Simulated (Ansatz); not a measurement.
Cartesian coordinates (Å):
```xyz
5

N      1.0213    -0.1138     0.0514
Si    -0.5834     0.0614     0.0125
H      2.0275    -0.2236     0.0753
H     -1.0919     1.4374     0.1124
H     -1.3711    -1.1733    -0.1184
```
Charge +1, spin multiplicity 2.

Level of theory: frozen-core CCSD(T)/def2-TZVPP // r2SCAN-D4/def2-TZVP (Ansatz, a first-principles code).

The HF energy is -344.83906 Ha. The MP2 correlation energy is -0.26508 Ha.

Q: Estimate the CCSD correlation energy, the (T) correction, the total energy and the T1 diagnostic.

A: 
| Item | Value |
|---|---|
| CCSD correlation energy | -0.29723 Ha |
| (T) correction | -0.01021 Ha |
| CCSD(T) total energy | -345.14650 Ha |
| T1 diagnostic | 0.022 |
